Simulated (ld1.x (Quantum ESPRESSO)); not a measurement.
PBE PAW dataset for magnesium (Mg), scalar-relativistic all-electron reference.

ld1.x (Quantum ESPRESSO) 7.5 was run on this input:

```
&input
   title='Mg', zed=12., rel=1, dft='PBE', iswitch=3,
   config='[Ne] 3s2 3p0',
   nld=2, rlderiv=3.25, eminld=-2.0, emaxld=5.0, deld=0.02
 /
 &inputp
   pseudotype=3, lpaw=.true., tm=.true., lloc=-1, rcloc=2.85,
   nlcc=.true., new_core_ps=.true., rcore=2.40,
   which_augfun='PSQ', rmatch_augfun_nc=.true.,
   file_pseudopw='Mg.UPF', file_wfcaegen='ae.wfc', file_wfcncgen='nc.wfc', file_beta='beta', file_chi='chi', file_wfcusgen='us.wfc'
 /
4
3S  1  0   2.00   0.00  2.60  3.00  0.0
3S  1  0   0.00  -0.05  2.60  3.00  0.0
3P  2  1   0.00   0.00  2.35  2.70  0.0
3P  2  1   0.00   1.95  2.35  2.70  0.0
 &test
   configts(1)='3s2 3p0'
 /
```

Command:

```bash
ld1.x < Mg.in > Mg.out
```

The program printed (shortened: banner, matrices, multipoles, cross overlaps and the repeated all-electron block are left out):

```
Program LD1 v.7.5
     --------------------------- All-electron run ----------------------------

     Mg
     scalar relativistic calculation

     atomic number is 12.00
     dft =PBE   lsd =0 sic =0 latt =0  beta=0.20 tr2=1.0E-14
     Exchange-correlation= PBE
                           (   1   4   3   4   0   0   0)
     mesh =1129 r(mesh) = 100.99726 a.u. xmin = -7.00 dx = 0.01250
     1 Ry =  13.60569312 eV, c = 137.03599908

     n l     nl                  e(Ry)          e(Ha)          e(eV)
     1 0     1S 1( 2.00)       -92.5826       -46.2913     -1259.6501
     2 0     2S 1( 2.00)        -5.8685        -2.9343       -79.8453
     2 1     2P 1( 6.00)        -3.4260        -1.7130       -46.6137
     3 0     3S 1( 2.00)        -0.3458        -0.1729        -4.7054
     3 1     3P 1( 0.00)        -0.0978        -0.0489        -1.3300

     final scf error:  8.4E-15 reached in  33 iterations

     Etot =    -400.560618 Ry,    -200.280309 Ha,   -5449.904849 eV

     Ekin =     401.022627 Ry,     200.511314 Ha,    5456.190804 eV
     Encl =    -960.774890 Ry,    -480.387445 Ha,  -13072.008314 eV
     Eh   =     191.866635 Ry,      95.933317 Ha,    2610.478556 eV
     Exc  =     -32.674991 Ry,     -16.337495 Ha,    -444.565895 eV

     normalization and overlap integrals

     s(1S/1S) =  1.000000  <r> =   0.1306  <r2> =    0.0230  r(max) =   0.0854
     s(2S/2S) =  1.000000  <r> =   0.6972  <r2> =    0.5856  r(max) =   0.5434
     s(2P/2P) =  1.000000  <r> =   0.6894  <r2> =    0.6113  r(max) =   0.4796
     s(3S/3S) =  1.000000  <r> =   3.1504  <r2> =   11.6544  r(max) =   2.5602
     s(3P/3P) =  1.000000  <r> =   4.5936  <r2> =   25.5117  r(max) =   3.4559

     ------------------------ End of All-electron run ------------------------

     --------------------- Generating PAW atomic setup --------------------

      Generating local potential from pseudized AE potential:
      Matching radius rcloc =   2.8500

      Local pseudo, rcloc= 2.829 Estimated cut-off energy=     2.94 Ry

      Computing core charge for nlcc:

       r > 2.41 : true rho core
      Core charge pseudized with two Bessel functions
      Integrated core pseudo-charge :   0.52
      Wfc-us  3S rcutus= 2.975  Estimated cut-off energy=     5.22 Ry
      Wfc-us  3S rcutus= 2.975  Estimated cut-off energy=     5.92 Ry
      Wfc-us  3P rcutus= 2.691  Estimated cut-off energy=     9.97 Ry
      Wfc-us  3P rcutus= 2.691  Estimated cut-off energy=    16.44 Ry

     Required augmentation: PSQ   radius:    3.000000

     Q pseudized with Bessel functions
     Expected ecutrho=      51.1573 due to l1=  1   l2=  1

     Estimated PAW energy =  -33.506410 Ryd

     ------------------- End of pseudopotential generation -------------------

     Computing logarithmic derivative in   3.26697
     Computing logarithmic derivative in   3.26697
     Computing the partial wave expansion
     R is outside the sphere for l=    0 j= 0.00
     R is outside the sphere for l=    0 j= 0.00
     R is outside the sphere for l=    1 j= 0.00
     R is outside the sphere for l=    1 j= 0.00

     ---------------------- Testing the pseudopotential ----------------------

     Mg
     scalar relativistic calculation

     atomic number is 12.00   valence charge is  2.00
     dft = SLA  PW   PBX  PBC   lsd =0 sic =0 latt =0  beta=0.20 tr2=1.0E-14
     mesh =1129 r(mesh) = 100.99726 xmin = -7.00 dx = 0.01250

     n l     nl             e AE (Ry)        e PS (Ry)    De AE-PS (Ry)
     1 0     3S   1( 2.00)       -0.34584       -0.34584        0.00000
     2 1     3P   1( 0.00)       -0.09776       -0.09776        0.00000

     eps = 4.3E-17  iter =  3

     Etot =    -400.560618 Ry,    -200.280309 Ha,   -5449.904849 eV
     Etotps =   -33.506410 Ry,     -16.753205 Ha,    -455.877938 eV

     Ekin =       2.619366 Ry,       1.309683 Ha,      35.638294 eV
     Encl =      -4.600994 Ry,      -2.300497 Ha,     -62.599719 eV
     Ehrt =       1.150208 Ry,       0.575104 Ha,      15.649379 eV
     Ecxc =     -32.674990 Ry,     -16.337495 Ha,    -444.565892 eV
     (Ecc =      -0.259380 Ry,      -0.129690 Ha,      -3.529039 eV)

     ---------------------- End of pseudopotential test ----------------------
```

Generation and configuration tests took about 3.9 s on one core of a shared server CPU.

Transferability test of the new file with ld1.x, input:

```
&input
   title='Mg', zed=12., rel=1, dft='PBE', iswitch=2,
   config='[Ne] 3s2 3p0'
 /
 &test
   file_pseudo='Mg.UPF', nconf=6,
   configts(1)='3s2 3p0',
   configts(2)='3s1 3p0',
   configts(3)='3s1.5 3p0',
   configts(4)='3s1 3p1',
   configts(5)='3s0 3p1',
   configts(6)='3s0 3p2'
 /
```

```bash
ld1.x < Mg.test.in > Mg.test.out
```

Pseudopotential blocks of its output, shortened (energy terms left out):

```
     ---------------------- Testing the pseudopotential ----------------------

     n l     nl             e AE (Ry)        e PS (Ry)    De AE-PS (Ry)
     1 0     3S   1( 2.00)       -0.34584       -0.34584        0.00000
     2 1     3P   1( 0.00)       -0.09776       -0.09776        0.00000

     eps = 4.4E-17  iter =  3

     Etot =    -400.560618 Ry,    -200.280309 Ha,   -5449.904850 eV
     Etotps =   -33.506410 Ry,     -16.753205 Ha,    -455.877938 eV

     ---------------------- End of pseudopotential test ----------------------

          ---------------------- Testing the pseudopotential ----------------------

     n l     nl             e AE (Ry)        e PS (Ry)    De AE-PS (Ry)
     1 0     3S   1( 1.00)       -0.83627       -0.83707        0.00080
     2 1     3P   1( 0.00)       -0.51801       -0.51849        0.00048

     eps = 8.8E-15  iter = 10

     Etot =    -399.975562 Ry,    -199.987781 Ha,   -5441.944747 eV
     Etotps =   -32.921056 Ry,     -16.460528 Ha,    -447.913790 eV
     dEtot_ae =       0.585057 Ry
     dEtot_ps =       0.585354 Ry,   Delta E=      -0.000297 Ry

     ---------------------- End of pseudopotential test ----------------------

          ---------------------- Testing the pseudopotential ----------------------

     n l     nl             e AE (Ry)        e PS (Ry)    De AE-PS (Ry)
     1 0     3S   1( 1.50)       -0.58208       -0.58230        0.00022
     2 1     3P   1( 0.00)       -0.29702       -0.29711        0.00009

     eps = 6.0E-15  iter = 10

     Etot =    -400.329531 Ry,    -200.164766 Ha,   -5446.760747 eV
     Etotps =   -33.275272 Ry,     -16.637636 Ha,    -452.733136 eV
     dEtot_ae =       0.231087 Ry
     dEtot_ps =       0.231139 Ry,   Delta E=      -0.000051 Ry

     ---------------------- End of pseudopotential test ----------------------

          ---------------------- Testing the pseudopotential ----------------------

     n l     nl             e AE (Ry)        e PS (Ry)    De AE-PS (Ry)
     1 0     3S   1( 1.00)       -0.41683       -0.41707        0.00024
     2 1     3P   1( 1.00)       -0.15220       -0.15222        0.00003

     eps = 5.3E-15  iter = 10

     Etot =    -400.304013 Ry,    -200.152006 Ha,   -5446.413551 eV
     Etotps =   -33.249698 Ry,     -16.624849 Ha,    -452.385185 eV
     dEtot_ae =       0.256606 Ry
     dEtot_ps =       0.256713 Ry,   Delta E=      -0.000107 Ry

     ---------------------- End of pseudopotential test ----------------------

          ---------------------- Testing the pseudopotential ----------------------

     n l     nl             e AE (Ry)        e PS (Ry)    De AE-PS (Ry)
     1 0     3S   1( 0.00)       -0.89735       -0.89957        0.00222
     2 1     3P   1( 1.00)       -0.57386       -0.57477        0.00091

     eps = 2.4E-15  iter =  9

     Etot =    -399.654539 Ry,    -199.827269 Ha,   -5437.577007 eV
     Etotps =   -32.599349 Ry,     -16.299675 Ha,    -443.536740 eV
     dEtot_ae =       0.906080 Ry
     dEtot_ps =       0.907061 Ry,   Delta E=      -0.000982 Ry

     ---------------------- End of pseudopotential test ----------------------

          ---------------------- Testing the pseudopotential ----------------------

     n l     nl             e AE (Ry)        e PS (Ry)    De AE-PS (Ry)
     1 0     3S   1( 0.00)       -0.47341       -0.47429        0.00088
     2 1     3P   1( 2.00)       -0.19565       -0.19576        0.00011

     eps = 7.2E-15  iter =  9

     Etot =    -400.032669 Ry,    -200.016334 Ha,   -5442.721728 eV
     Etotps =   -32.977916 Ry,     -16.488958 Ha,    -448.687399 eV
     dEtot_ae =       0.527950 Ry
     dEtot_ps =       0.528495 Ry,   Delta E=      -0.000545 Ry

     ---------------------- End of pseudopotential test ----------------------
```
